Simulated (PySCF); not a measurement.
F³⁺ (fluorine, charge +3) across methods

[He] 2s2 2p2, high-spin 3P determinant. All numbers are calculated (PySCF 2.14, no relativity, point nucleus, in aug-cc-pwCVDZ (5s4p2d, 27 functions)).

```tsv
method	E (hartree)	mean ε 2s α (eV)	mean ε 2s β (eV)	mean ε 2p α (eV)	Σ⟨r²⟩ (bohr²)	⟨S²⟩
PBE	-95.3808	-93.073	-87.806	-74.982	3.621	2.001
PBE0	-95.3987	-97.091	-90.324	-78.370	3.612	2.001
PBEsol	-95.0968	-92.807	-87.487	-74.743	3.627	2.001
M06-L	-95.4795	-94.236	-88.172	-75.784	3.566	2.002
r2SCAN	-95.4416	-94.744	-88.115	-76.271	3.606	2.002
LDA	-94.8017	-92.660	-87.522	-74.803	3.636	2.001
MN15	-95.4023	-96.477	-91.639	-78.888	3.620	2.000
revPBE	-95.4571	-93.121	-87.831	-74.971	3.619	2.001
```

Question: Estimate the same row for UHF.

Answer: E (hartree) = -95.29297; mean ε 2s α (eV) = -108.34; mean ε 2s β (eV) = -96.192; mean ε 2p α (eV) = -87.893; Σ⟨r²⟩ (bohr²) = 3.602; ⟨S²⟩ = 2.003.
